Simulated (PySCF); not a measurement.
**Spinor energies of Li²⁺ (lithium, charge +2)**

Start: 1s1; 1s1/2 filled at m_j = +1/2. Calculated with PySCF 2.14 in an uncontracted even-tempered set (15 s from 0.49 bohr⁻², ratio 2.4; 7 p from 0.64 bohr⁻², ratio 2.4; 3 d from 1.6 bohr⁻², ratio 2.6; 3 f from 2.4 bohr⁻², ratio 2.6): generalised Hartree-Fock with the X2C-1e Hamiltonian and a Gaussian nucleus; one run each with spin-orbit coupling (SO) switched off, then screened by Boettger's factors, then bare.

```csv
spinor shell,electrons,"ε, spin-free (eV)","ε, screened SO (eV)","ε, bare SO (eV)",weight of nominal j (screened SO),"rms radius, screened SO (bohr)"
1s1/2,1,-122.47,-122.47,-122.47,1.000,0.577
```

```csv
quantity,spin-free,screened SO,bare SO
E (hartree),-4.50054,-4.50054,-4.50054
M_J,1/2,1/2,1/2
⟨J²⟩,0.750,0.750,0.750
⟨L²⟩,0.000,0.000,0.000
⟨S²⟩,0.750,0.750,0.750
```

Without spin-orbit coupling the j labels of p, d and f shells carry no meaning; the spin-free column gives the mean over the occupied spinors of each nl shell.
